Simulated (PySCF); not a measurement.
## F⁸⁺ (fluorine, charge +8) across methods

1s1, 2S determinant. All numbers are calculated (PySCF 2.14, scalar relativity by spin-free X2C-1e, in an even-tempered Gaussian basis (17 s from 2.9 bohr⁻², ratio 2.2; 7 p from 4.5 bohr⁻², ratio 2.4; 4 d from 14 bohr⁻², ratio 2.4; 3 f from 20 bohr⁻², ratio 2.4; 3 g from 31 bohr⁻², ratio 2.4)).

```tsv
method	E (hartree)	mean ε 1s α (eV)	Σ⟨r²⟩ (bohr²)	⟨S²⟩
PBE	-40.4925	-1046.0	0.03723	0.750
PW91	-40.5039	-1046.5	0.03722	0.750
UHF	-40.54375	-1103.3	0.03690	0.750
TPSS	-40.5443	-1050.3	0.03705	0.750
LDA	-40.1928	-1039.4	0.03747	0.750
r2SCAN	-40.5443	-1052.5	0.03703	0.750
```

Estimate the same row for PBE0.

E (hartree) = -40.5067; mean ε 1s α (eV) = -1060.3; Σ⟨r²⟩ (bohr²) = 0.03714; ⟨S²⟩ = 0.750.

For one electron the Hartree and exchange-correlation energies should cancel; what remains is the self-interaction error.
